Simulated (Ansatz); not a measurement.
Ansatz (a program for electronic structure) input for CH4N, SMILES [CH2]N, multiplicity 2, PBE-D3(BJ)/def2-TZVP. 

Ansatz 0.2 input:
```yaml
crystal:
  periodic: [false, false, false]
  atoms:
    - {symbol: C, position_ang: [-0.72314515, 0.07809562, -0.00000000]}
    - {symbol: N, position_ang: [0.65184827, -0.09518346, 0.00000000]}
    - {symbol: H, position_ang: [-1.23968534, -0.11620956, -0.93015424]}
    - {symbol: H, position_ang: [-1.23968535, -0.11620956, 0.93015424]}
    - {symbol: H, position_ang: [1.12765188, 0.21506481, 0.83264559]}
    - {symbol: H, position_ang: [1.12765188, 0.21506480, -0.83264560]}
basis:
  gaussian:
    orbitals: def2-TZVP
hamiltonian:
  xc: pbe
  dispersion: d3bj
magnetization: {spin_polarized: true, initial_magnetization: 1}
relax: {f_tol: 0.002, max_steps: 200}
```

Program output:

```
WARN ansatz: RAYON_NUM_THREADS=1 ignored (pool sized by the plan → 1); use --threads N
Functional definition: PBE
integrals: 0.01 GiB planned
511 factors; their error is unknown
mean field: 0.20 GiB planned
mean field evaluation 1: about -2579.9615 eV, gradient 4.4e1 eV
mean field evaluation 2: about -2560.1038 eV, gradient 7.3e1 eV
mean field evaluation 4: about -2587.9929 eV, gradient 7.0e0 eV
mean field evaluation 8: about -2588.2059 eV, gradient 2.1e-2 eV
mean field evaluation 16: about -2588.1880 eV, gradient 1.7e-5 eV
mean field -2588.18801458 eV, -95.1141551990 hartree, gradient 1.7e-5 eV, S^2 0.752760; 0 other end points of the search recorded, 0 dependent functions left out
the calculation of the forces begins
reference -2588.18804400 eV, -95.1141562802 hartree; 9, 8 occupied and 77, 78 virtual orbitals, 511 factors
relax step   1: F+E_penalty+E_count = -2588.24775525 eV  Δ(F+E_penalty+E_count) = +0.000e0 eV  max|allowed force component| = 3.262e-1 eV/Å  Δτ_max = 0.0000 Å  (29 SCF iters, accepted)
these checks for a lower state are left out or cut short: starts, cluster_reference, orbital_swaps, neighbouring_geometries, increment
integrals: 0.01 GiB planned
511 factors; their error is unknown
mean field: 0.20 GiB planned
mean field -2588.19457979 eV, -95.1143964659 hartree, gradient 1.2e-5 eV, S^2 0.752796; 0 other end points of the search recorded, 0 dependent functions left out
the calculation of the forces begins
reference -2588.19460921 eV, -95.1143975472 hartree; 9, 8 occupied and 77, 78 virtual orbitals, 511 factors
relax step   2: F+E_penalty+E_count = -2588.25422735 eV  Δ(F+E_penalty+E_count) = -6.472e-3 eV  max|allowed force component| = 9.978e-2 eV/Å  Δτ_max = 0.0090 Å  (32 SCF iters, accepted)
these checks for a lower state are left out or cut short: starts, cluster_reference, orbital_swaps, neighbouring_geometries, increment
integrals: 0.01 GiB planned
511 factors; their error is unknown
mean field: 0.20 GiB planned
mean field evaluation 32: about -2588.1953 eV, gradient 1.2e-5 eV
mean field -2588.19526965 eV, -95.1144218177 hartree, gradient 1.2e-5 eV, S^2 0.752802; 0 other end points of the search recorded, 0 dependent functions left out
the calculation of the forces begins
reference -2588.19529908 eV, -95.1144228995 hartree; 9, 8 occupied and 77, 78 virtual orbitals, 511 factors
relax step   3: F+E_penalty+E_count = -2588.25489019 eV  Δ(F+E_penalty+E_count) = -6.628e-4 eV  max|allowed force component| = 3.426e-2 eV/Å  Δτ_max = 0.0029 Å  (32 SCF iters, accepted)
these checks for a lower state are left out or cut short: starts, cluster_reference, orbital_swaps, neighbouring_geometries, increment
integrals: 0.01 GiB planned
511 factors; their error is unknown
mean field: 0.20 GiB planned
mean field -2588.19504223 eV, -95.1144134602 hartree, gradient 1.2e-5 eV, S^2 0.752782; 0 other end points of the search recorded, 0 dependent functions left out
the calculation of the forces begins
reference -2588.19507166 eV, -95.1144145420 hartree; 9, 8 occupied and 77, 78 virtual orbitals, 511 factors
relax step   4: F+E_penalty+E_count = -2588.25470431 eV  Δ(F+E_penalty+E_count) = +1.859e-4 eV  max|allowed force component| = 3.769e-2 eV/Å  Δτ_max = 0.0070 Å  (31 SCF iters, rejected (line search))
these checks for a lower state are left out or cut short: starts, cluster_reference, orbital_swaps, neighbouring_geometries, increment
integrals: 0.01 GiB planned
511 factors; their error is unknown
mean field: 0.20 GiB planned
mean field -2588.19533657 eV, -95.1144242770 hartree, gradient 1.2e-5 eV, S^2 0.752793; 0 other end points of the search recorded, 0 dependent functions left out
the calculation of the forces begins
reference -2588.19536601 eV, -95.1144253589 hartree; 9, 8 occupied and 77, 78 virtual orbitals, 511 factors
relax step   5: F+E_penalty+E_count = -2588.25496023 eV  Δ(F+E_penalty+E_count) = -7.005e-5 eV  max|allowed force component| = 2.795e-2 eV/Å  Δτ_max = 0.0035 Å  (32 SCF iters, accepted)
these checks for a lower state are left out or cut short: starts, cluster_reference, orbital_swaps, neighbouring_geometries, increment
integrals: 0.01 GiB planned
511 factors; their error is unknown
mean field: 0.20 GiB planned
mean field -2588.19537562 eV, -95.1144257122 hartree, gradient 1.2e-5 eV, S^2 0.752798; 0 other end points of the search recorded, 0 dependent functions left out
the calculation of the forces begins
reference -2588.19540504 eV, -95.1144267933 hartree; 9, 8 occupied and 77, 78 virtual orbitals, 511 factors
relax step   6: F+E_penalty+E_count = -2588.25500436 eV  Δ(F+E_penalty+E_count) = -4.412e-5 eV  max|allowed force component| = 5.749e-3 eV/Å  Δτ_max = 0.0019 Å  (32 SCF iters, accepted)
these checks for a lower state are left out or cut short: starts, cluster_reference, orbital_swaps, neighbouring_geometries, increment
integrals: 0.01 GiB planned
511 factors; their error is unknown
mean field: 0.20 GiB planned
mean field evaluation 64: about -2588.1954 eV, gradient 1.2e-5 eV
mean field -2588.19537666 eV, -95.1144257503 hartree, gradient 1.2e-5 eV, S^2 0.752798; 0 other end points of the search recorded, 0 dependent functions left out
the calculation of the forces begins
reference -2588.19540607 eV, -95.1144268313 hartree; 9, 8 occupied and 77, 78 virtual orbitals, 511 factors
relax step   7: F+E_penalty+E_count = -2588.25500505 eV  Δ(F+E_penalty+E_count) = -6.972e-7 eV  max|allowed force component| = 2.020e-3 eV/Å  Δτ_max = 0.0002 Å  (32 SCF iters, accepted)
these checks for a lower state are left out or cut short: starts, cluster_reference, orbital_swaps, neighbouring_geometries, increment
integrals: 0.01 GiB planned
511 factors; their error is unknown
mean field: 0.20 GiB planned
mean field -2588.19537644 eV, -95.1144257422 hartree, gradient 1.2e-5 eV, S^2 0.752798; 0 other end points of the search recorded, 0 dependent functions left out
the calculation of the forces begins
reference -2588.19540585 eV, -95.1144268231 hartree; 9, 8 occupied and 77, 78 virtual orbitals, 511 factors
relax step   8: F+E_penalty+E_count = -2588.25500513 eV  Δ(F+E_penalty+E_count) = -8.086e-8 eV  max|allowed force component| = 1.100e-4 eV/Å  Δτ_max = 0.0001 Å  (32 SCF iters, accepted)
integrals: 0.01 GiB planned
511 factors; their error is unknown
mean field: 0.20 GiB planned
mean field evaluation 96: about -2588.1954 eV, gradient 6.9e-5 eV
mean field -2588.19537644 eV, -95.1144257422 hartree, gradient 1.2e-5 eV, S^2 0.752798; 1 other end points of the search recorded, 0 dependent functions left out
the calculation of the forces begins
reference -2588.19540585 eV, -95.1144268231 hartree; 9, 8 occupied and 77, 78 virtual orbitals, 511 factors
Total energy: -2588.25503455 eV, -95.1166181373 hartree
Atom 0 at    -0.728488     0.081266    -0.000000 Å, force     0.000016    -0.000027    -0.000000 eV/Å
Atom 1 at     0.655303    -0.099782    -0.000000 Å, force     0.000110     0.000022     0.000000 eV/Å
Atom 2 at    -1.246865    -0.117918    -0.936369 Å, force    -0.000038     0.000011    -0.000001 eV/Å
Atom 3 at    -1.246865    -0.117918     0.936369 Å, force    -0.000038     0.000011     0.000001 eV/Å
Atom 4 at     1.135776     0.217487     0.838703 Å, force    -0.000025    -0.000008    -0.000057 eV/Å
Atom 5 at     1.135776     0.217487    -0.838703 Å, force    -0.000025    -0.000008     0.000057 eV/Å
Dipole moment:     0.250090     0.089889    -0.000000 e Å
```

The calculation finished and met its thresholds.
